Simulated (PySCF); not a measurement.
CH10O2Si3, SMILES [SiH](O[SiH3])(O[SiH3])C.

Geometry optimised at B3LYP-D3(BJ)/def2-SVP. The values are those of a single conformer.

Two levels are set side by side: PBE/def2-TZVP (PySCF) and r2SCAN/def2-TZVP (PySCF). Same geometry, gas phase. Differences are taken from unrounded values.

| quantity | r2SCAN |
|---|---|
| orbital gap (eV) | 6.81 |
| highest occupied level (eV) | -7.29 |
| lowest empty level (eV) | -0.48 |
| dipole moment (D) | 0.63 |

What does PBE give, and how far is it from r2SCAN? (Estimate from the structure and the level; the computed values follow.)


```
quantity                       PBE  PBE minus r2SCAN
---------------------------  -----  ----------------
orbital gap (eV)              6.09             -0.73
highest occupied level (eV)  -6.96              0.34
lowest empty level (eV)      -0.87             -0.39
dipole moment (D)             0.62             -0.01
```

Rough cost on one machine, each run with all the roots and properties that it gave: r2SCAN against PBE about 3 times.
